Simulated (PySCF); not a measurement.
Te(Et)(NH2) (C2H7NTe), SMILES CC[Te]N. Atoms are numbered in the order given.

```xyz
11

Te    -0.1784     0.0309     0.6230
C      1.5142    -0.2909    -0.7583
C      1.3545     0.4587    -2.0716
H      1.6098    -1.3845    -0.9089
H      2.3996     0.0493    -0.1816
H      1.3297     1.5563    -1.9166
H      0.4104     0.1718    -2.5809
H      2.1867     0.2270    -2.7706
N     -1.7753    -0.3287    -0.6537
H     -1.6979    -1.2756    -1.0494
H     -1.7479     0.3403    -1.4353
```
Charge 0, spin multiplicity 1.

Geometry: PBE-D3(BJ)/def2-SVP. This is a generated structure with no PubChem entry under its InChIKey; it may be hypothetical. The def2 effective core potentials stand for the cores of Te; spin–orbit coupling is left out. One conformer was computed; it need not be the lowest.

All values below come from PySCF with TDDFT-PBE/def2-SVPD.

Vertical excitations. Gas-phase values at a fixed geometry.

| state | energy (eV) | λ (nm) | f | main pairs |
|---|---|---|---|---|
| S1 | 3.29 | 376 | 0.000 | HOMO→LUMO 99 % |
| S2 | 4.21 | 295 | 0.003 | HOMO→LUMO+1 96 % |
| S3 | 4.56 | 272 | 0.002 | HOMO−1→LUMO 99 % |
| S4 | 4.75 | 261 | 0.054 | HOMO→LUMO+2 98 % |
| S5 | 5.32 | 233 | 0.012 | HOMO→LUMO+3 98 % |
| S6 | 5.44 | 228 | 0.002 | HOMO→LUMO+4 96 % |
| S7 | 5.59 | 222 | 0.013 | HOMO−1→LUMO+1 59 %, HOMO−2→LUMO 36 % |
| S8 | 5.69 | 218 | 0.060 | HOMO→LUMO+5 92 % |
| S9 | 5.94 | 209 | 0.078 | HOMO−2→LUMO 50 %, HOMO−1→LUMO+1 21 %, HOMO−1→LUMO+2 18 % |
| S10 | 6.15 | 202 | 0.016 | HOMO→LUMO+6 52 %, HOMO−1→LUMO+2 42 % |
| T1 | 2.72 | 455 | 0 | HOMO→LUMO 100 % |
| T2 | 3.69 | 336 | 0 | HOMO→LUMO+1 99 % |
| T3 | 4.13 | 300 | 0 | HOMO−1→LUMO 99 % |
| T4 | 4.58 | 271 | 0 | HOMO→LUMO+2 99 % |
Triplets are in the Tamm–Dancoff approximation, which puts them higher than full response would, so one can lie above its singlet here.
